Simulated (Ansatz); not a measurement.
System: TiN, net charge 0, doublet state. The spin state was set by rule; other spins were not relaxed. 
Coordinates optimised at B3LYP-D3(BJ)/def2-TZVP (Ansatz, a program for electronic structure):
```xyz
2

Ti     0.0000     0.0000    -0.3757
N      0.0000     0.0000     1.1809
```
Charge 0, spin multiplicity 2.

Task: Give the harmonic wavenumbers at B3LYP-D3(BJ)/def2-TZVP (Ansatz, finite differences of forces, unscaled).

Result: 1148 cm⁻¹. Zero-point energy 1.6 kcal/mol.

Task: From these and the geometry, give the ideal-gas thermochemistry at 298.15 K and 1 atm (rigid rotor, harmonic oscillator).

Result: Point group C∞v, rotational symmetry number 1. Rotational constants 19.25, 19.25 GHz. S(trans) 38.29, S(rot) 13.47, S(vib) 0.05, S(elec, spin only) 1.38, S 53.2 cal/(mol K). H(298) - H(0) 2.09 kcal/mol; G - E(el) -12.1 kcal/mol.
